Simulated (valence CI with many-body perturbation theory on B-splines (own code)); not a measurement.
## Sn⁴³⁺: magnetic and hyperfine properties of the levels

Calculated by configuration interaction combined with many-body perturbation theory (CI+MBPT): five valence electrons over a frozen Dirac-Fock core [He], a basis of 9 s, 9 p, 8 d, 6 f, 3 g, 1 h functions for each j, with the one-electron correlation potential Σ1 (screened to all orders), the two-electron term Σ2, the three-electron term Σ3, Breit, model QED; selected single and double excitations, second order for the rest (own B-spline code, finite nucleus).

The last digits are not significant, and no measured levels were compared; by estimate large intervals hold to a few tenths of a per cent, small ones and those within an open d or f shell to about a per cent. Among the levels kept, up to 1400 cm⁻¹ of a level comes from second order outside the variational space, and about a tenth of that is noise between levels of different J, which matters for small intervals.

A/g_I is the dipole constant over the nuclear g factor μ/I (μ in nuclear magnetons, uniformly magnetised nucleus), B/Q the quadrupole constant per barn. Both hold the static response of the core; the bare values leave it out. Large factors of s and p1/2 electrons are usually good to 5 to 10 %; those of open d and f shells near neutrality can be off by tens of per cent, and small factors of p3/2, d and f electrons come from cancelling terms and can be off by a factor of two or in sign, in half-filled shells by more. B is blank for J = 1/2, where it vanishes, and for nearly pure S terms. Energies count from the lowest level.

Levels are named by their leading jj configuration (3d3/2^4 stands for four electrons in 3d with j = 3/2), which in mixed levels can hold well under half, so a name can repeat and another be missing. Letters in brackets count levels of one name in rising energy.

| Level | E (× 10³ cm⁻¹) | g | A/g_I (MHz) | A/g_I bare | B/Q (MHz/b) | B/Q bare |
| --- | --- | --- | --- | --- | --- | --- |
| (2s^2 2p1/2^2 2p3/2) J=3/2 | 0.00 | 1.377 | 218000 | 226000 | 398000 | 399000 |
| (2s^2 2p1/2 2p3/2^2) J=3/2 | 1815.7 | 1.435 | -11000 | -1270 | 71900 | 72000 |
| (2s^2 2p1/2 2p3/2^2) J=5/2 | 1967.5 | 1.184 | 483000 | 486000 | -1960 | -1960 |
| (2s^2 2p1/2 2p3/2^2) J=1/2 | 2190.3 | 0.645 | 1480000 | 1470000 |  |  |
| (2s 2p1/2^2 2p3/2^2) J=5/2 | 3397.3 | 1.492 | 1100000 | 1090000 | 150000 | 150000 |
| (2s 2p1/2^2 2p3/2^2) J=1/2 | 3892.9 | 2.139 | 4450000 | 4390000 |  |  |
| (2s 2p1/2^2 2p3/2^2) J=3/2 | 3905.0 | 1.220 | -584000 | -559000 | -142000 | -143000 |
| (2s^2 2p3/2^3) J=3/2 | 4014.5 | 1.278 | 242000 | 248000 | -472000 | -473000 |
| (2s 2p1/2 2p3/2^3) J=3/2 [a] | 5371.2 | 1.528 | 1040000 | 1040000 | -342000 | -343000 |
| (2s 2p1/2 2p3/2^3) J=5/2 | 5612.3 | 1.276 | 1370000 | 1350000 | -591000 | -592000 |
| (2s 2p1/2 2p3/2^3) J=1/2 | 5869.7 | 1.445 | -1350000 | -1310000 |  |  |
| (2s 2p1/2 2p3/2^3) J=3/2 [b] | 5963.5 | 1.074 | 95000 | 108000 | -46300 | -46500 |
| (2p1/2^2 2p3/2^3) J=3/2 | 7714.3 | 1.319 | 219000 | 231000 | -436000 | -437000 |
| (2s 2p3/2^4) J=1/2 | 7828.8 | 1.704 | 4490000 | 4420000 |  |  |
| (2p1/2 2p3/2^4) J=1/2 | 9682.7 | 0.645 | 1490000 | 1470000 |  |  |
| (2s^2 2p1/2^2 3s) J=1/2 | 31288 | 2.026 | 1290000 | 1280000 |  |  |
| (2s^2 2p1/2^2 3p1/2) J=1/2 | 31767 | 0.659 | 420000 | 417000 |  |  |
| (2s^2 2p1/2^2 3p3/2) J=3/2 | 32399 | 1.334 | 65700 | 68100 | 113000 | 113000 |
| (2s^2 2p1/2^2 3d3/2) J=3/2 | 32873 | 0.784 | 38700 | 38500 | 17200 | 17500 |
| (2s^2 2p1/2^2 3d5/2) J=5/2 | 33089 | 1.203 | 33300 | 33400 | 19300 | 19600 |
| (2s^2 2p1/2 2p3/2 3s) J=3/2 [a] | 33143 | 1.671 | 337000 | 340000 | 280000 | 281000 |
| (2s^2 2p1/2 2p3/2 3s) J=1/2 | 33196 | 1.295 | -531000 | -512000 |  |  |
| (2s^2 2p1/2 2p3/2 3s) J=5/2 | 33274 | 1.337 | 676000 | 676000 | 347000 | 347000 |
| (2s^2 2p1/2 2p3/2 3s) J=3/2 [b] | 33303 | 0.991 | 442000 | 447000 | 224000 | 225000 |
| (2s^2 2p1/2 2p3/2 3p1/2) J=1/2 | 33618 | 1.710 | -244000 | -228000 |  |  |
| (2s^2 2p1/2 2p3/2 3p1/2) J=3/2 [a] | 33660 | 1.145 | 325000 | 329000 | 73100 | 73300 |
| (2s^2 2p1/2 2p3/2 3p1/2) J=5/2 | 33751 | 1.088 | 522000 | 524000 | 352000 | 353000 |
| (2s^2 2p1/2 2p3/2 3p1/2) J=3/2 [b] | 33926 | 1.356 | 338000 | 344000 | 393000 | 394000 |
| (2s^2 2p1/2 2p3/2 3p3/2) J=5/2 [a] | 34181 | 1.434 | 60000 | 65500 | 471000 | 472000 |
| (2s^2 2p1/2 2p3/2 3p3/2) J=1/2 [a] | 34226 | 1.654 | -351000 | -342000 |  |  |
| (2s^2 2p1/2 2p3/2 3p3/2) J=3/2 [a] | 34270 | 1.183 | 437000 | 438000 | -274000 | -275000 |
| (2s^2 2p1/2 2p3/2 3p3/2) J=7/2 | 34322 | 1.244 | 339000 | 342000 | 482000 | 483000 |
| (2s^2 2p1/2 2p3/2 3p3/2) J=3/2 [b] | 34362 | 1.388 | 175000 | 181000 | 81800 | 82000 |
| (2s^2 2p1/2 2p3/2 3p3/2) J=5/2 [b] | 34435 | 1.260 | 578000 | 577000 | 51200 | 51400 |
| (2s 2p1/2^2 2p3/2 3s) J=5/2 | 34542 | 1.595 | 1040000 | 1040000 | 339000 | 339000 |
| (2s^2 2p1/2 2p3/2 3p3/2) J=1/2 [b] | 34545 | 0.667 | 1440000 | 1430000 |  |  |
| (2s 2p1/2^2 2p3/2 3s) J=3/2 [a] | 34675 | 1.525 | 1300000 | 1290000 | 233000 | 233000 |
| (2s^2 2p1/2 2p3/2 3d3/2) J=3/2 [a] | 34736 | 0.936 | 95400 | 97300 | -213000 | -214000 |
| (2s^2 2p1/2 2p3/2 3d3/2) J=5/2 [a] | 34751 | 0.977 | 235000 | 237000 | -44000 | -43900 |
| (2s^2 2p1/2 2p3/2 3d3/2) J=1/2 [a] | 34763 | 0.230 | 328000 | 318000 |  |  |

Question: Take the isotope of mass number 119, with I = 1/2, μ = -1.0459 μN. What is the hyperfine structure of (2s 2p1/2^2 2p3/2^2) J=1/2?

Answer: From the table A = -9310000 MHz. Shifts from the centre of gravity in MHz: F = 0: 6980000, F = 1: -2330000.
